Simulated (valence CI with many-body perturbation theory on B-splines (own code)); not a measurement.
Basis-set convergence for Ta LXVII

Computed by configuration interaction combined with many-body perturbation theory (CI+MBPT): five valence electrons over a frozen Dirac-Fock core [He], radial functions for each j: 9 s, 9 p, 8 d, 6 f, 3 g, 1 h, with the one-electron correlation potential Σ1 (screened to all orders), the two-electron term Σ2, the three-electron term Σ3, Breit, model QED; selected single and double excitations, second order for the rest, scaled by the run's own slope (own B-spline code, finite nucleus).

The last digits are not significant, and no measured levels were compared; by estimate large intervals hold to a few tenths of a per cent, small ones and those within an open d or f shell to about a per cent. Among the levels kept, up to 4100 cm⁻¹ of a level comes from second order outside the variational space, and about a tenth of that is noise between levels of different J, which matters for small intervals.

The reference run has the lowest level (2s^2 2p1/2^2 2p3/2) J=3/2 and an ionisation energy of 16153.6 eV. Its largest variational space holds 20000 state functions.

Levels are named by their leading jj configuration (3d3/2^4 stands for four electrons in 3d with j = 3/2), which in mixed levels can hold well under half, so a name can repeat and another be missing. Letters in brackets count levels of one name in rising energy.

Changed runs:
A. basis 6 s, 6 p, 5 d, 3 f, 1 g
B. basis 5 s, 5 p, 4 d, 2 f

Excitation energies of the reference run in × 10³ cm⁻¹, and shifts in cm⁻¹:

```tsv
Level	Reference	A	B
(2s^2 2p1/2 2p3/2^2) J=3/2	10503	+67	-234
(2s^2 2p1/2 2p3/2^2) J=5/2	10689	+251	+240
(2s^2 2p1/2 2p3/2^2) J=1/2	11104	+101	+187
(2s 2p1/2^2 2p3/2^2) J=5/2	13237	-20	-383
(2s 2p1/2^2 2p3/2^2) J=1/2	14078	-81	-122
(2s 2p1/2^2 2p3/2^2) J=3/2	14088	+82	+116
(2s^2 2p3/2^3) J=3/2	21630	+178	+15
(2s 2p1/2 2p3/2^3) J=3/2 [a]	23960	-65	-585
(2s 2p1/2 2p3/2^3) J=5/2	24290	+212	+12
(2s 2p1/2 2p3/2^3) J=1/2	24803	+106	-57
(2s 2p1/2 2p3/2^3) J=3/2 [b]	24871	+226	+254
(2p1/2^2 2p3/2^3) J=3/2	27888	-104	-267
Ionisation energy (eV)	16153.6	-0.0068	-0.1
```
